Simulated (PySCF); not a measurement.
**GaBr₂⁺: fields on a plane**

Method: PySCF, PBE0, basis Ga def2-TZVP, Br def2-TZVP (no relativity, density fitting).

The singlet minimum has Ga–Br 2.168 Å (×2); Br–Ga–Br 180.0°.

The plane holds Ga1 at (0.00, 0.00), Br2 at (2.17, 0.00), Br3 at (-2.17, 0.00) Å. Columns run from x = -4.05 to 4.35 Å, rows from y = 2.25 (top) to -1.95 Å, in steps of 0.3 Å. Other isomers or separated fragments may lie lower.

**Question.** Give the electron localisation function (set to 0 where the density is under 0.005 e/Å³). Every second row and column.

**Answer.** 
```
0.00 0.00 0.00 0.13 0.11 0.00 0.00 0.00 0.00 0.00 0.13 0.00 0.00 0.00 0.00
0.00 0.14 0.52 0.67 0.53 0.26 0.11 0.08 0.17 0.39 0.64 0.63 0.33 0.00 0.00
0.00 0.48 0.82 0.86 0.78 0.57 0.20 0.14 0.38 0.69 0.84 0.86 0.70 0.21 0.00
0.12 0.63 0.65 0.37 0.25 0.66 0.29 0.65 0.16 0.70 0.25 0.18 0.77 0.36 0.00
0.14 0.64 0.31 0.33 0.18 0.62 0.63 0.37 0.15 0.58 0.77 0.55 0.73 0.39 0.00
0.09 0.58 0.83 0.55 0.74 0.65 0.12 0.18 0.30 0.74 0.59 0.76 0.77 0.30 0.00
0.00 0.31 0.72 0.82 0.70 0.43 0.19 0.15 0.29 0.57 0.79 0.80 0.56 0.10 0.00
0.00 0.00 0.24 0.40 0.30 0.12 0.05 0.03 0.07 0.20 0.38 0.35 0.11 0.00 0.00
```

**Question.** Give the electrostatic potential (V) (cut at 20 V). Every second row and column.

**Answer.** 
```
 3.4  3.7  4.0  4.3  4.7  5.3  5.9  6.1  5.7  5.0  4.5  4.2  3.9  3.5  3.2
 3.8  4.4  5.0  5.5  5.8  6.8  8.4  8.9  7.6  6.2  5.7  5.3  4.7  4.1  3.5
 4.4  5.8  9.4 14.4 11.5  9.9 15.6 18.3 12.2  9.7 13.9 12.3  7.2  5.0  4.0
 5.0  8.7 20.0 20.0 20.0 17.7 20.0 20.0 20.0 20.0 20.0 20.0 14.7  6.2  4.3
 5.2  9.8 20.0 20.0 20.0 20.0 20.0 20.0 20.0 20.0 20.0 20.0 18.7  6.6  4.4
 4.7  7.1 16.7 20.0 20.0 13.2 20.0 20.0 17.3 14.9 20.0 20.0 10.2  5.6  4.2
 4.1  4.9  6.3  7.6  7.4  8.0 10.9 12.0  9.3  7.3  7.6  7.1  5.5  4.5  3.7
 3.5  4.0  4.4  4.7  5.2  5.9  6.9  7.2  6.5  5.5  4.9  4.5  4.2  3.8  3.4
```
